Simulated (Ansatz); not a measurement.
These are Ansatz (a quantum-chemistry and plane-wave program) with r2SCAN-D4/def2-SVP values and carry that method's errors. No frequencies were computed at this level.

Ansatz 0.2 input:
```yaml
crystal:
  periodic: [false, false, false]
  atoms:
    - { symbol: Zr, position_ang: [-0.037517, 0.024863, -0.041461] }
    - { symbol: Cl, position_ang: [1.389581, -0.920917, 1.535727] }
    - { symbol: H, position_ang: [-1.579075, 0.455633, 0.920528] }
    - { symbol: H, position_ang: [0.89386, 1.510184, -0.684697] }
    - { symbol: H, position_ang: [-0.288648, -1.320408, -1.312119] }
basis:
  gaussian: { orbitals: def2-svp }
hamiltonian:
  xc: r2scan
  dispersion: d4
relax:
  max_steps: 150
```

Output:

```
Functional definition: r2SCAN
647 factors; their error is unknown
mean field evaluation 1: about -13847.0715 eV, gradient 1.4e1 eV
mean field evaluation 2: about -13847.2935 eV, gradient 1.3e1 eV
mean field evaluation 4: about -13847.8869 eV, gradient 1.8e0 eV
mean field evaluation 8: about -13847.8711 eV, gradient 3.0e-2 eV
mean field evaluation 16: about -13847.8712 eV, gradient 7.7e-6 eV
mean field -13847.87115311 eV, -508.8998784526 hartree, gradient 7.7e-6 eV, S^2 0.000000; 0 other end points of the search recorded, 0 dependent functions left out
reference -13847.87118097 eV, -508.8998794763 hartree; 16, 16 occupied and 48, 48 virtual orbitals, 647 factors
relax step   1: F+E_penalty+E_count = -13847.89308988 eV  Δ(F+E_penalty+E_count) = +0.000e0 eV  max|allowed force component| = 2.958e-1 eV/Å  Δτ_max = 0.0000 Å  (28 SCF iters, accepted)
these checks for a lower state are left out or cut short: starts, cluster_reference, orbital_swaps, neighbouring_geometries, increment
647 factors; their error is unknown
mean field -13847.84361583 eV, -508.8988664763 hartree, gradient 1.5e-5 eV, S^2 0.000000; 0 other end points of the search recorded, 0 dependent functions left out
reference -13847.84364364 eV, -508.8988674984 hartree; 16, 16 occupied and 48, 48 virtual orbitals, 647 factors
relax step   2: F+E_penalty+E_count = -13847.86558623 eV  Δ(F+E_penalty+E_count) = +2.750e-2 eV  max|allowed force component| = 6.544e-1 eV/Å  Δτ_max = 0.1741 Å  (36 SCF iters, rejected (line search))
these checks for a lower state are left out or cut short: starts, cluster_reference, orbital_swaps, neighbouring_geometries, increment
647 factors; their error is unknown
mean field evaluation 32: about -13847.9053 eV, gradient 1.2e-5 eV
mean field -13847.90534031 eV, -508.9011348090 hartree, gradient 1.2e-5 eV, S^2 0.000000; 0 other end points of the search recorded, 0 dependent functions left out
reference -13847.90536823 eV, -508.9011358351 hartree; 16, 16 occupied and 48, 48 virtual orbitals, 647 factors
relax step   3: F+E_penalty+E_count = -13847.92734899 eV  Δ(F+E_penalty+E_count) = -3.426e-2 eV  max|allowed force component| = 3.879e-2 eV/Å  Δτ_max = 0.0742 Å  (30 SCF iters, accepted)
these checks for a lower state are left out or cut short: starts, cluster_reference, orbital_swaps, neighbouring_geometries, increment
647 factors; their error is unknown
mean field -13847.90543792 eV, -508.9011383960 hartree, gradient 1.7e-5 eV, S^2 0.000000; 0 other end points of the search recorded, 0 dependent functions left out
reference -13847.90546584 eV, -508.9011394223 hartree; 16, 16 occupied and 48, 48 virtual orbitals, 647 factors
relax step   4: F+E_penalty+E_count = -13847.92746808 eV  Δ(F+E_penalty+E_count) = -1.191e-4 eV  max|allowed force component| = 4.850e-3 eV/Å  Δτ_max = 0.0029 Å  (32 SCF iters, accepted)
647 factors; their error is unknown
mean field -13847.90543792 eV, -508.9011383960 hartree, gradient 1.9e-5 eV, S^2 0.000000; 1 other end points of the search recorded, 0 dependent functions left out
reference -13847.90546584 eV, -508.9011394223 hartree; 16, 16 occupied and 48, 48 virtual orbitals, 647 factors
Total energy: -13847.92749601 eV, -508.9019490160 hartree
Atom 0 at     0.006237    -0.004130     0.006898 Å, force    -0.003087     0.002060    -0.003403 eV/Å
Atom 1 at     1.430232    -0.947880     1.580638 Å, force     0.004397    -0.002929     0.004850 eV/Å
Atom 2 at    -1.567025     0.466593     0.848443 Å, force    -0.001477     0.000475     0.000558 eV/Å
Atom 3 at     0.826674     1.487355    -0.705349 Å, force     0.000565     0.001346    -0.000767 eV/Å
Atom 4 at    -0.317917    -1.252583    -1.312652 Å, force    -0.000398    -0.000952    -0.001238 eV/Å
Dipole moment:    -0.093595     0.062030    -0.103438 e Å
```

Cost: roughly 10 core-seconds.
